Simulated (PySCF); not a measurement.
Excitation energy of B⁺ by level of theory

B⁺ [He] 2s2 (1S) → B⁺ [He] 2s1 2p1 (3P), as a difference of total energies. Calculation: PySCF 2.14, in aug-cc-pCVQZ-DK; scalar relativity by spin-free X2C-1e. Correlated levels: valence: 1s2 frozen; valence and next inner shell: nothing frozen. The calculations carry no spin-orbit coupling.

```tsv
method	excitation energy (eV)	error (eV)
UHF	3.140	-1.491
LDA	4.085	-0.546
PBE	3.976	-0.655
PBE0	3.939	-0.692
r2SCAN	3.619	-1.012
wB97X-V	4.229	-0.402
LC-wPBE	3.903	-0.728
BLYP	4.122	-0.509
MP2 (valence)	4.089	-0.542
SCS-MP2 (valence)	4.360	-0.271
MP2 (valence and next inner shell)	4.091	-0.540
SCS-MP2 (valence and next inner shell)	4.367	-0.264
```

Reference: 4.631 eV (measured; NIST levels, between the centres of gravity of the two terms).

Errors of the correlated levels include the incompleteness of this basis and the frozen core.
